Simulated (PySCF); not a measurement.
**Electron correlation in C⁺ (carbon, charge +1)**

[He] 2s2 2p1, 2P determinant. Calculation: PySCF 2.14, in aug-cc-pVDZ-DK (4s3p2d, 23 functions); the spin-free X2C one-electron Hamiltonian (Gaussian nucleus). Frozen: 1s2; 3 electrons correlated.

MP2 pair energies summed by pair of shells (mhartree):

```tsv
pair	energy	share (%)
2s-2s	-25.78	61.9
2s-2p	-15.87	38.1
```

Total MP2 correlation energy: -41.65 mhartree.

Same-spin part -2.42 and opposite-spin part -39.23 mhartree; SCS-MP2 scales them by 1/3 and 6/5 to -47.88 mhartree.

```tsv
level	correlation energy (mhartree)
CCSD	-67.23
(T)	-0.69
CCSD(T)	-67.92
```

Diagnostics: T1 = 0.0091, D1 = 0.0175, largest double amplitude 0.134.

Problem. Is a single reference adequate?

Solution. Mostly. T1 lies below 0.03, but a double amplitude of this size points to a near-degeneracy that CCSD handles and MP2 describes poorly.
